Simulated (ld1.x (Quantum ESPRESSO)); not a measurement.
**Which change was made? (Ag, TM)**

- Element: silver
- Generator: ld1.x (Quantum ESPRESSO) 7.5
- Type: norm-conserving Troullier–Martins (Kleinman–Bylander form)
- Functional: LDA (PZ)
- Relativity: fully relativistic
- Frozen core: [Ar] 3d10 4s2
- Valence charge: 17
- Reference configuration: 4p6 4d10 5s1 5p0
- Partial waves: 5s (bound): rc 2.20 bohr; 4p (bound): rc 1.15 bohr; 4d (bound): rc 1.75 bohr
- Local potential: the d channel
- Core correction: a·sin(br)/r model core inside 0.90 bohr

Open shells are filled in proportion to 2j + 1 (rel_dist='average').

Cutoffs, loose and tight: the cutoffs (Ry, on a coarse ladder) from which the occupation-weighted sum of valence levels, in a spherical-Bessel basis at the reference potential, stays within 10 and 1 mRy of its value at 400 Ry. They do not see the model core or the augmentation charge, which bear on the density cutoff. Test errors are all-electron minus pseudo excitation energies from the reference, over the configurations 4p6 4d10 5s0 5p0; 4p6 4d9 5s0 5p0; 4p6 4d8 5s0 5p0; 4p6 4d7 5s0 5p0; 4p6 4d10 5s0.5 5p0; 4p6 4d9 5s1 5p0; 4p6 4d9 5s2 5p0; variants that change the core or the reference have their own tests.

The base gives: outcome: generated, misses its reference levels by 0.34 eV; cutoff, loose: 120 Ry; cutoff, tight: 160 Ry; bound ghosts: s; largest test error (meV): -30.

**Question.** After one change the result is: outcome: generated, misses its reference levels by 0.34 eV; cutoff, loose: 120 Ry; cutoff, tight: 160 Ry; bound ghosts: s; largest test error (meV): -84. Which change was it?
A. wave 5s (bound): rc 2.20 bohr becomes 5s (bound): rc 2.76 bohr
B. wave 5s (bound): rc 2.20 bohr becomes 5s (bound): rc 1.50 bohr
C. wave 5s (bound): rc 2.20 bohr becomes 5s (bound): rc 3.28 bohr
D. wave 5s (bound): rc 2.20 bohr becomes 5s (bound): rc 1.76 bohr

**Answer.** A. The others give: wave 5s (bound): rc 2.20 bohr becomes 5s (bound): rc 1.76 bohr → outcome: generated, misses its reference levels by 0.34 eV; cutoff, loose: 120 Ry; cutoff, tight: 160 Ry; bound ghosts: s; largest test error (meV): -67 | wave 5s (bound): rc 2.20 bohr becomes 5s (bound): rc 1.50 bohr → outcome: generated, misses its reference levels by 0.34 eV; cutoff, loose: 120 Ry; cutoff, tight: 160 Ry; bound ghosts: s; largest test error (meV): -115 | wave 5s (bound): rc 2.20 bohr becomes 5s (bound): rc 3.28 bohr → outcome: generated, misses its reference levels by 0.34 eV; cutoff, loose: 120 Ry; cutoff, tight: 160 Ry; bound ghosts: s; largest test error (meV): -311.
